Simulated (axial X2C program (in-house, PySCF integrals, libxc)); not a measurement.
Estimating the spin–orbit splitting of the π levels of Br₂

Calculated with an in-house all-electron X2C program for linear molecules (integrals from PySCF). Spin-free means the one-electron spin-free X2C Hamiltonian; two-component (2c) means X2C with spin–orbit coupling and atomic mean-field two-electron Coulomb and Gaunt terms, so the difference of the two also holds small scalar two-electron terms. Basis: Br dyall-cv3z [8s9p6d4f1g] (cores contracted in-house); Gaussian nuclei, density fitting, unrestricted open shells. Masses: Br 78.918 u.

Hartree–Fock at 2.289 Å, closed shell. Valence p splittings ε(p3/2) − ε(p1/2) of spherical Dirac–Hartree–Fock atoms with fractionally filled p shells: Br 4p 0.555 eV.

```csv
"filled π level (eV), spin-free",Br p share
-13.69,0.99
-11.03,0.98
```

Problem. In first order a p shell splits by 3ζ/2 and a π orbital by ζ. Estimate the splitting of each π level from the shares.

Solution. level -13.69 eV: (2/3) × (0.99 × 0.555) = 0.36 eV; level -11.03 eV: (2/3) × (0.98 × 0.555) = 0.36 eV.

The two-component Hartree–Fock calculation gives:

```csv
ε(ω = 1/2) (eV),σ share of it,ε(ω = 3/2) (eV),splitting (eV),estimate (eV)
-13.870,0.00,-13.507,0.36,0.36
-11.193,0.01,-10.818,0.37,0.36
```

The estimate leaves out the mixing of π1/2 with σ1/2 levels, which pushes the ω = 1/2 spinor up or down, the d and f parts of the orbital, small shares of the strongly split outer-core p shell of a metal, the Gaunt term (absent from the atomic values), and the change of the atomic p orbitals with charge; Löwdin shares depend on the basis.
